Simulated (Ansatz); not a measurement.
CH₅BrGeO, SMILES `C[O][GeH2][Br]`, relaxed with RKS PBE0-D4/def2-TZVP in Ansatz 0.2.0 from a PBE-D4/def2-SVP geometry. The force threshold is 0.005 eV/Å; the program also tests the step.

Charge 0, multiplicity 1.

Start:

```xyz
9

C    -0.618   -1.179    0.577
O    -0.514   -0.351   -0.569
Ge    0.580    1.071   -0.477
Br    0.428    2.067   -2.555
H     0.354   -1.647    0.865
H    -1.016   -0.638    1.470
H    -1.327   -1.999    0.341
H     0.070    2.072    0.597
H     2.045    0.605   -0.249
```

Q: How much energy does the relaxation release, and in how many steps? (Estimate.)

A: The calculation gave: 3.65 kJ/mol, in 5 steps, 1 of them rejected.

Q: Which bonds change most? (Best estimate.)

A: The calculation gave: O2–Ge3 from 1.797 to 1.770 Å; Ge3–Br4 from 2.310 to 2.287 Å; C1–H5 from 1.117 to 1.098 Å; C1–H6 from 1.117 to 1.098 Å.

Q: Give the relaxed structure. (Best estimate.)

A: Computed: 
```xyz
9

C    -0.611   -1.167    0.575
O    -0.509   -0.346   -0.567
Ge    0.570    1.054   -0.471
Br    0.424    2.046   -2.527
H     0.352   -1.617    0.849
H    -1.000   -0.622    1.445
H    -1.308   -1.974    0.341
H     0.066    2.038    0.596
H     2.017    0.589   -0.241
```
